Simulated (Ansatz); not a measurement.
Zn(H)2 cation (H2Zn), SMILES [ZnH2] (connectivity only; charge and spin as stated), charge +1, multiplicity 2.

Coordinates come from a TPSSh-D3(BJ)/def2-TZVPD optimisation. A frequency run showed that this geometry is not a minimum. The spin state was assumed, not searched. The isomer is the one that the SMILES or the coordinates give; other isomers of the formula were not compared.

Two levels are set side by side: PBE/def2-TZVPD (Ansatz, an electronic-structure program) and PBE0/def2-TZVPD (Ansatz). Energy differences of separate SCF runs at the same geometry; the states with an electron removed or added have multiplicity 3 and 1. Differences are taken from unrounded values.

```csv
quantity,PBE
vertical ionisation energy (eV),19.32
vertical electron affinity (eV),10.29
```

Q: These are the PBE values. What does PBE0 give? (An estimate is asked for; the answer gives what the named calculation found.)

A: 
```json
[
 {"quantity": "vertical ionisation energy (eV)", "PBE0": "18.94", "PBE minus PBE0": "0.37"},
 {"quantity": "vertical electron affinity (eV)", "PBE0": "10.35", "PBE minus PBE0": "-0.06"}
]
```

Here PBE gives about what the other level gives.
